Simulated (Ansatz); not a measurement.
GaH$_{5}$Se (`[GaH3-][SeH2+]`). The species carries charge 0 and has multiplicity 1.

Z-matrix (Å, degrees):
```
Ga
Se 1 2.713
H 1 1.574 2 98.0
H 1 1.575 2 94.5 3 120.2
H 1 1.575 2 94.5 3 -120.2
H 2 1.469 1 97.0 3 46.3
H 2 1.469 1 97.0 3 -46.0
```

Q: What are the harmonic wavenumbers in cm⁻¹ at PBE0-D4/def2-TZVP (Ansatz, finite differences of forces, unscaled)? (Estimate.)

A: Ansatz gave: 107, 132, 266, 297, 478, 529, 708, 747, 747, 1057, 1936, 1937, 1946, 2449, 2462.

Q: Is this a minimum?

A: Yes, all 15 modes are real.

Q: Give the ideal-gas thermochemistry at 298.15 K and 1 bar (rigid rotor, harmonic oscillator; point group Cs, symmetry number 1).

A: Zero-point energy 94.5 kJ/mol; H(298) − E = 112.4 kJ/mol; entropy 325.6 J/(mol·K), of which translation 171.7, rotation 105.9, vibration 48.1; G(298) − E = 15.4 kJ/mol.

Q: Rotational constants (cm⁻¹)?

A: 1.447, 0.05809, 0.05805.
